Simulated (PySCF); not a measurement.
Al(OH)4 (AlH4O4), SMILES [OH][Al-]([OH])([OH])[OH], charge -1.

The structure is a stationary point at B3LYP-D3(BJ)/def2-SVPD. The isomer is the one that the SMILES or the coordinates give; other isomers of the formula were not compared. Other conformers were not sampled.

These are PySCF with B3LYP/def2-SVPD values and carry that method's errors.

Symmetry labels are those of the subgroup C2 that the program uses (full group S4).

Computed valence orbital energies around the gap with their symmetry:
| orbital | symmetry | energy (eV) |
|---|---|---|
| HOMO−7 | A | -4.32 |
| HOMO−6 | A | -4.20 |
| HOMO−5 | B | -3.92 |
| HOMO−4 | B | -3.92 |
| HOMO−3 | A | -3.39 |
| HOMO−2 | A | -3.27 |
| HOMO−1 | B | -2.85 |
| HOMO | B | -2.85 |
| LUMO | A | 3.44 |
| LUMO+1 | B | 4.86 |
| LUMO+2 | B | 4.86 |
| LUMO+3 | A | 5.15 |
